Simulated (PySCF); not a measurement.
A thermochemical cycle for GeH

r²SCAN in PySCF with def2-TZVPPD on every atom, for the lowest determinant that a PBE0 search found; no spin–orbit coupling. GeH, a doublet (π ↑), has De = 2.96 eV to neutral atoms, and GeH⁺, a singlet (closed shell), has De = 3.08 eV to Ge⁺ + H.

The adiabatic ionisation energy of GeH, between the minima, is 7.96 eV.

**Question.** Which ionisation energy of the Ge atom does this level give?

**Answer.** IE(Ge) = IE(molecule) + De(ion) − De(neutral) = 7.96 + 3.08 − 2.96 = 8.08 eV; the measured value is 7.899 eV (NIST ASD).

For an ion De counts to the pair picked by the measured ionisation energies or electron affinities, which need not be the lowest pair at this level. States were picked by a PBE0 search and need not be the measured ground states.
